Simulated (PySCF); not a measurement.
# The second ionisation energy along group 14

All values are computed (PySCF 2.14, energy differences of UHF-based or UKS calculations, no spin-orbit coupling). Values in eV. The last column holds reference values (NIST; (s) semi-empirical, (t) theoretical, else measured). Unmarked ones compare directly (S terms, centres of terms, or small fine structure); those marked * lie between the lowest fine-structure levels and include a spin-orbit shift.

| element | configurations | UHF | MP2 (valence) | SCS-MP2 (valence) | CCSD (valence) | CCSD(T) (valence) | reference |
| --- | --- | --- | --- | --- | --- | --- | --- |
| C (pcseg-2, non-relativistic) | [He] 2s2 2p1 → [He] 2s2 | 24.187 | 24.387 | 24.352 | 24.218 | 24.248 | 24.378 |
| Si (pcseg-2, non-relativistic) | [Ne] 3s2 3p1 → [Ne] 3s2 | 15.800 | 16.024 | 16.012 | 16.108 | 16.132 | 16.322 |
| Ge (pcseg-2, non-relativistic) | [Ar] 3d10 4s2 4p1 → [Ar] 3d10 4s2 | 15.272 | 15.503 | 15.490 | 15.574 | 15.596 | 15.789 |

```tsv
method	elements	mean error (eV)	mean absolute error (eV)	largest error (eV)
UHF	3	-0.410	0.410	-0.522
MP2 (valence)	3	-0.192	0.198	-0.298
SCS-MP2 (valence)	3	-0.212	0.212	-0.310
CCSD (valence)	3	-0.196	0.196	-0.214
CCSD(T) (valence)	3	-0.171	0.171	-0.193
```

Errors include the incompleteness of the basis and the frozen core.

"Valence" correlates the outer s and p shells and, in groups 3 to 12 and the f block, the outer d or f shell, open or full, or the next shell where the ion has no valence electron left; the wider scheme adds the next inner shell.
